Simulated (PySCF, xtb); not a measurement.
C3H3, SMILES C#C[CH2], multiplicity 2.

Harmonic wavenumbers (cm⁻¹) from GFN2-xTB run with xtb at its own minimum, in rising order: 288, 338, 487, 608, 656, 967, 1153, 1383, 2105, 3107, 3135, 3395.

What does PySCF with PBE-D3(BJ)/def2-TZVP give at its own minimum? (An estimate is asked for; the answer gives what the named calculation found.)

342, 387, 402, 582, 672, 992, 1085, 1406, 1974, 3079, 3166, 3395. Paired by order, the mean absolute difference is 45 cm⁻¹ and the zero-point energies are 25.2 and 25.0 kcal/mol.
